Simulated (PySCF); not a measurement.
bicarbonate (CHO3), SMILES O=C([O-])O, charge -1. Atoms are numbered in the order given.

```xyz
5

O      0.7645     1.0388     0.0000
C     -0.0666    -0.1593     0.0000
O     -1.3034     0.0876     0.0000
O      0.5776    -1.2248     0.0000
H      0.0896     1.7427     0.0000
```
Charge -1, spin multiplicity 1.

Geometry: PBE-D3(BJ)/def2-SVPD. Other conformers were not sampled.

Level of theory: M06-2X/def2-TZVPD (PySCF).

Mulliken values depend strongly on the basis, most of all with diffuse functions as here. Atomic charges (e):

```
atom  meta-Löwdin  Mulliken
----  -----------  --------
O1              …     -0.58
C2              …      0.79
O3              …     -0.78
O4              …     -0.75
H5              …      0.32
```

Q: What belongs in the gaps? (The exact figures need the calculation; the answer reports its results.)

A: 
- O1, meta-Löwdin: -0.62
- C2, meta-Löwdin: 0.66
- O3, meta-Löwdin: -0.70
- O4, meta-Löwdin: -0.66
- H5, meta-Löwdin: 0.32
